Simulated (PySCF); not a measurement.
Which enantiomer?

Level of theory: TDDFT CAM-B3LYP/aug-cc-pVDZ circular dichroism and optical rotation, one conformer, gas phase (PySCF). Geometry: GFN2-xTB.

Values for one enantiomer of C$_{4}$H$_{5}$FO$_{2}$, R in 10⁻⁴⁰ esu² cm² (velocity form):
```tsv
λ (nm)	f	R
211	0.0008	-1.7
163	0.017	+13.9
152	0.024	-29.7
150	0.001	+6.8
148	0.035	+8.9
146	0.029	-4.4
143	0.012	+0.5
142	0.071	+27.2
```

[α] at 589.3 nm: -15 deg dm⁻¹ (g/mL)⁻¹ (origin-invariant length gauge).

Question: Which structure gives these signs?
A. C[C@H]1C(=O)O[C@H]1F
B. C[C@@H]1C(=O)O[C@@H]1F

Answer: A. Its CIP labels in SMILES order are S, S; the other enantiomer gives every sign reversed.

Geometry of C[C@H]1C(=O)O[C@H]1F as run:
```xyz
12

C     1.373   -0.297   -0.283
C     0.070   -0.161    0.485
C    -0.518    1.243    0.571
O    -0.212    2.283    1.042
O    -1.653    0.907   -0.121
C    -1.236   -0.437   -0.289
F    -1.070   -0.736   -1.598
H     2.173    0.178    0.279
H     1.613   -1.347   -0.430
H     1.295    0.181   -1.256
H     0.124   -0.664    1.452
H    -1.957   -1.152    0.121
```
